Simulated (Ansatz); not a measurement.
Reaction (redistribution): `C[O][In]([F])[F]` + `C[SiH]([SiH3])I` → `[F][In]([F])[I]` + `CO[SiH](C)[SiH3]`

Calculated with Ansatz (gas phase, PBE0-D4/def2-TZVP geometries, no zero-point term in ΔE). CCSD(T)/CBS adds triple-zeta CCSD(T) − MP2 to the extrapolated MP2 energy (def2 sets, frozen cores). Functionals use def2-TZVPP. def2 core potentials past Kr. For I, In outer-core shells are correlated without core-valence functions, which leaves a few kJ/mol of doubt a bond. One conformer a species, not always the lowest.

`C[O][In]([F])[F]`:

Z-matrix (Å, degrees):
```
C
O 1 1.414
H 1 1.096 2 112.6
H 1 1.094 2 107.1 3 -118.6
H 1 1.096 2 112.6 3 122.7
In 2 1.954 1 121.6 3 -61.3
F 6 1.924 2 123.3 1 180.0
F 6 1.936 2 121.6 1 -0.0
```

`C[SiH]([SiH3])I`:

Z-matrix (Å, degrees):
```
C
Si 1 1.867
H 1 1.091 2 110.8
H 1 1.092 2 110.5 3 -120.3
H 1 1.094 2 109.8 3 119.9
Si 2 2.337 1 113.6 3 -56.7
I 2 2.460 1 109.1 3 61.4
H 2 1.487 1 110.5 3 177.6
H 6 1.490 2 110.6 1 -61.2
H 6 1.487 2 109.1 1 58.4
H 6 1.486 2 109.8 1 178.4
```

`[F][In]([F])[I]`:

```xyz
4

F     0.512   -1.710    0.883
In   -0.048   -0.046    0.088
F    -1.556    0.723    1.012
I     1.092    1.032   -1.983
```

`CO[SiH](C)[SiH3]`:

Cartesian coordinates in Å:
```
C -2.342 0.545 -0.260
O -1.084 0.715 0.347
Si 0.126 -0.401 0.223
C 0.723 -0.597 -1.539
Si 1.828 0.349 1.644
H -2.275 0.618 -1.351
H -2.786 -0.425 -0.003
H -3.007 1.333 0.098
H -0.388 -1.730 0.683
H 1.104 0.347 -1.935
H -0.080 -0.946 -2.193
H 1.530 -1.334 -1.581
H 2.959 -0.621 1.625
H 2.347 1.670 1.195
H 1.346 0.477 3.046
```

Q: Is it downhill or uphill in electronic energy at CCSD(T)/CBS, and by how much? (Best estimate.)

A: Ansatz gave: Downhill: ΔE = -1.23 eV.

Q: What do these levels give: r2SCAN-D4, ωB97X-V, PBE, PBE0, HF/def2-TZVPP, CCSD(T)/def2-TZVPP? (An estimate is asked.)

A: Ansatz gave: r2SCAN-D4 -1.26, ωB97X-V -1.28, PBE -1.15, PBE0 -1.26, HF/def2-TZVPP -1.54, CCSD(T)/def2-TZVPP -1.25 eV.

Largest T1 diagnostic among the species: 0.017.

In def2-TZVPP, CCSD(T) changes the Hartree–Fock value by +0.29 eV (the triples alone add +0.05 eV) and MP2 by +0.33 eV. From PBE to PBE0 (25 % exact exchange), in def2-TZVPP and without D4, ΔE moves by −0.11 eV.
